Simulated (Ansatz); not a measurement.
Ansatz (a program for electronic structure) input (RI-MP2/def2-QZVPPD):
A basis named .json is the Basis Set Exchange file of that set.

Ansatz 0.2 input:
```yaml
crystal:
  periodic: [false, false, false]
  atoms:
    - {symbol: Mn, position_ang: [0.14336333, -0.71522535, 0.60155648]}
    - {symbol: Br, position_ang: [-0.22483978, 1.06277674, -0.89099722]}
    - {symbol: O, position_ang: [0.53241662, -2.08607337, 1.72672198]}
    - {symbol: H, position_ang: [0.02597627, -2.62796533, 2.33221460]}
basis:
  gaussian:
    orbitals: def2-QZVPPD.json
    fitting: {mean_field: def2-universal-jkfit, correlation: def2-QZVPPD-RIFIT.json}
total_charge: 1
magnetization: {spin_polarized: true, initial_magnetization: 4}
correlation: {method: mp2, electrons: outside_noble_gas}
```

End of the output:

```
mean field evaluation 1: about -103324.5528 eV, gradient 4.6e1 eV
mean field evaluation 2: about -103327.7280 eV, gradient 4.3e1 eV
mean field evaluation 4: about -103334.8795 eV, gradient 5.5e0 eV
mean field evaluation 8: about -103335.2899 eV, gradient 2.2e0 eV
mean field evaluation 16: about -103337.9044 eV, gradient 2.1e-1 eV
mean field evaluation 32: about -103310.8330 eV, gradient 6.0e1 eV
mean field evaluation 64: about -103334.9724 eV, gradient 2.7e0 eV
mean field evaluation 96: about -103337.6546 eV, gradient 2.6e-6 eV
mean field evaluation 128: about -103337.6501 eV, gradient 4.0e-1 eV
mean field evaluation 160: about -103335.2611 eV, gradient 2.4e0 eV
mean field -103337.90495588 eV, -3797.5979621808 hartree, gradient 3.2e-6 eV, S^2 6.978274; 12 other end points of the search recorded, 0 dependent functions left out
24 core orbitals not correlated
reference -103337.90495588 eV, -3797.5979621808 hartree; 12, 8 occupied and 261, 265 virtual orbitals, 845 factors
second order -14.04340777 eV of doubles, -0.00000000 eV of singles
Total energy: -103351.94836365 eV, -3798.1140478974 hartree
```

This state (charge 1, quintet) is run at the relaxed geometry of the species with charge 0 and multiplicity 6.

The determinant is spin-contaminated: <S^2> is 6.98 against 6.00 for a pure state.
